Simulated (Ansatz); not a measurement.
C2HNO, SMILES `O=c1cn1` (charge 0, multiplicity 1).

The numbers are results of HSE06/cc-pVTZ // PBE0-D3(BJ)/def2-TZVP (Ansatz, a first-principles code), not measurements.

Ansatz 0.2 input:
```yaml
crystal:
  periodic: [false, false, false]
  atoms:
    - { symbol: O, position_ang: [1.778485, -0.419131, 0.310411] }
    - { symbol: C, position_ang: [0.671191, -0.057748, 0.09081] }
    - { symbol: C, position_ang: [-0.633045, -0.089888, -0.385715] }
    - { symbol: N, position_ang: [-0.263412, 0.981832, 0.255029] }
    - { symbol: H, position_ang: [-1.553221, -0.415064, -0.865879] }
basis:
  gaussian: { orbitals: cc-pVTZ }
hamiltonian:
  xc: hse06
```

Output:

```
Functional definition: HSE06
751 factors; their error is unknown
61 factors; integrals over basis functions are off by at most 2.9e-7 eV
mean field evaluation 1: about -5616.0918 eV, gradient 4.6e1 eV
mean field evaluation 2: about -5610.4579 eV, gradient 7.3e1 eV
mean field evaluation 4: about -5619.8812 eV, gradient 2.3e0 eV
mean field evaluation 8: about -5619.8896 eV, gradient 1.1e-1 eV
mean field evaluation 16: about -5619.8867 eV, gradient 1.8e-5 eV
mean field -5619.88673460 eV, -206.5270282007 hartree, gradient 1.8e-5 eV, S^2 0.000000; 0 other end points of the search recorded, 0 dependent functions left out
reference -5619.88675593 eV, -206.5270289844 hartree; 14, 14 occupied and 120, 120 virtual orbitals, 751 factors
Total energy: -5619.88675593 eV, -206.5270289844 hartree
```
